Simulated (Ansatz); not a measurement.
Consider the isomerisation: `CS[SiH](O)O` → `OC[SiH](O)S`.

Isolated molecules relaxed with PBE0-D4/def2-TZVP in Ansatz; ΔE leaves out vibrations. CCSD(T)/CBS is the MP2 limit (def2-TZVPP, def2-QZVPP) plus CCSD(T) − MP2 in def2-TZVPP, frozen cores. DFT in def2-TZVPP. B3LYP here is the variant with VWN-RPA as its local correlation; programs differ in this. Each species was taken in one conformer, which may not be the lowest.

`CS[SiH](O)O`:

```xyz
11

C     0.515    1.610   -0.974
S    -0.219    1.179    0.632
Si   -0.422   -0.916    0.342
O    -1.311   -1.480    1.597
O     0.992   -1.730    0.302
H     0.558    2.698   -1.021
H     1.523    1.208   -1.061
H    -0.101    1.246   -1.796
H    -1.021   -1.176   -0.986
H    -2.060   -0.954    1.881
H     1.545   -1.685    1.085
```

`OC[SiH](O)S`:

```xyz
11

O     0.055    1.173    1.466
C    -0.940    0.348    0.861
Si   -0.133   -0.667   -0.501
O     1.172   -1.472    0.083
S     0.437    0.838   -1.926
H     0.415    1.751    0.786
H    -1.802    0.934    0.512
H    -1.309   -0.318    1.646
H    -0.996   -1.701   -1.116
H     1.718   -0.969    0.694
H     1.384    0.082   -2.505
```

| level | ΔE (eV) |
| --- | --- |
| PBE0-D4 | 1.61 |
| B3LYP | 1.66 |

Question: What does CCSD(T)/CBS give? (Estimate.)

Answer: Computed: +1.71 eV. The listed levels differ from it by -0.10, -0.05 eV.

Largest T1 diagnostic among the species: 0.011.

From PBE to PBE0 (25 % exact exchange), in def2-TZVPP and without D4, ΔE moves by +0.06 eV.
